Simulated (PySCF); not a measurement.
Compound: C₂H₄Cl₂O₂Si.
SMILES with atom numbers: `[O:1]=[CH:2][O:3][Si@H:4]([Cl:5])[CH2:6][Cl:7]` (hydrogens: H8 on C2; H9 on Si4; H10, H11 on C6)

Level of theory: PySCF, PBE0-D3(BJ)/def2-SVP geometry optimisation, gas phase.

(1) Give the optimised bond lengths and angles.

Answers

(1) 
```csv
bond,length (bohr),order
O1=C2,2.268,double
C2–O3,2.513,single
O3–Si4,3.227,single
Si4–Cl5,3.870,single
Si4–C6,3.539,single
C6–Cl7,3.373,single
C2–H8,2.095,single
Si4–H9,2.801,single
C6–H10,2.079,single
C6–H11,2.078,single
```

Orders are formal, as drawn. A selection of angles:
```csv
angle,degrees
O1–C2–O3,124.1
O1–C2–H8,124.6
O3–C2–H8,111.3
C2–O3–Si4,119.1
O3–Si4–Cl5,103.6
O3–Si4–C6,110.3
O3–Si4–H9,110.1
Cl5–Si4–C6,110.3
Cl5–Si4–H9,109.2
C6–Si4–H9,112.9
Si4–C6–Cl7,110.1
Si4–C6–H10,111.2
Si4–C6–H11,109.4
Cl7–C6–H10,108.7
Cl7–C6–H11,108.3
H10–C6–H11,109.0
```

Dihedral angles: O1–C2–O3–Si4 2° (synperiplanar); C2–O3–Si4–Cl5 175° (antiperiplanar); O3–Si4–C6–Cl7 48° (synclinal).

Of the pairs four or more bonds apart, O1···H11 is among the closest relative to their van der Waals radii: 2.66 Å, 98 % of the sum of Bondi's values. Si4 (chlorine-bound silicon) is distorted tetrahedral (angles from 103.6° to 112.9°). The C–O distances run from 1.200 Å (O1=C2, drawn double) to 1.330 Å (C2–O3, drawn single), a spread of 0.130 Å. O3 (oxygen singly bound to a carbonyl carbon) is bent (angle 119.1°).

Point group: C1 (no symmetry element, even within 0.4 Å). Not checked by PBE0-D3(BJ)/def2-SVP frequencies. One conformer, not necessarily the lowest.
